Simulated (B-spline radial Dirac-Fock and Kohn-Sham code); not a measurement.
Model: relaxed Dirac-Fock hole states (ΔSCF) with Breit and QED corrections and a finite nucleus. Program: a radial finite-basis atomic code. Electron correlation is not included.

Question: An atom or ion in its tabulated ground configuration has these computed binding energies (the last is its least bound level). Which is it?

```
level  binding energy (eV)
   L2              14133.8
   M4               2683.0
   N2               1028.6
   N3                930.1
   N5                716.4
   N6                463.0
   O1                446.9
```

Answer: Au¹⁷⁺: Z = 79 with 62 electrons, [Kr] 4d10 4f14 5s2.

Question: Identify the element and charge state from the binding energies below (tabulated ground configuration; the least bound level is included).

| level | binding energy (eV) |
| --- | --- |
| 1s | 895.7 |
| 2s | 68.97 |
| 2p | 41.03 |

Answer: Ne⁺: Z = 10 with 9 electrons, [He] 2s2 2p5. The hydrogen-like estimate √(E/Ry) = 8.1 for the K level lies 1.9 below Z; the outermost level, at 41.03 eV, fixes the charge.
